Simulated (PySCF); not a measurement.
**Be: excitation energy**

Be [He] 2s2 (1S) → Be [He] 2s1 3s1 (3S), as a difference of total energies. Calculation: PySCF 2.14, in aug-cc-pCVTZ-DK (7s6p4d2f, 59 functions); the spin-free X2C one-electron Hamiltonian (Gaussian nucleus). Correlated levels: valence: 1s2 frozen. The calculations carry no spin-orbit coupling.

| method | excitation energy (eV) |
| --- | --- |
| UHF | 5.325 |
| MP2 (valence) | 6.055 |
| SCS-MP2 (valence) | 6.246 |
| CCSD (valence) | 6.440 |

Question: How much does correlation contribute at MP2 (valence)?

Answer: 6.055 − (5.325) = 0.730 eV, measured against UHF.

Errors of the correlated levels include the incompleteness of this basis and the frozen core.

With two correlated electrons CCSD is exact in that space.

For comparison: 6.457 eV (measured; NIST levels).
